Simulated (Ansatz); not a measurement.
ClFH4O2Si2 can be A, `O[Si@H](Cl)[Si@@H](O)F`, or B, `O[Si](F)(Cl)O[SiH3]`.

Gas-phase electronic energies from Ansatz, PBE0-D4/def2-TZVP geometries. CBS: MP2 limit from def2 TZ/QZ plus the TZ coupled-cluster correction, frozen cores. DFT in def2-TZVPP. B3LYP here is the variant with VWN-RPA as its local correlation; programs differ in this. Each species was taken in one conformer, which may not be the lowest.

Which is lower in electronic energy at CCSD(T)/CBS, and by how much? (Best estimate.)

Computed: B, by 35.3 kcal/mol.

Give E(B) − E(A) in kcal/mol with r2SCAN-D4, PBE-D4, MP2/def2-TZVPP, B3LYP-D4, B3LYP, HF/def2-TZVPP, CCSD/def2-TZVPP. (Estimate.)

The calculation gave: r2SCAN-D4 -33.8, PBE-D4 -27.1, MP2/def2-TZVPP -37.1, B3LYP-D4 -34.0, B3LYP -33.9, HF/def2-TZVPP -42.9, CCSD/def2-TZVPP -37.3. None reverses the order clearly.

Largest T1 diagnostic: 0.012.

In def2-TZVPP, CCSD(T) changes the Hartree–Fock value by +6.7 kcal/mol (the triples alone add +1.2 kcal/mol) and MP2 by +5.8 kcal/mol. From PBE to PBE0 (25 % exact exchange), in def2-TZVPP and without D4, E(B) − E(A) moves by −3.8 kcal/mol.
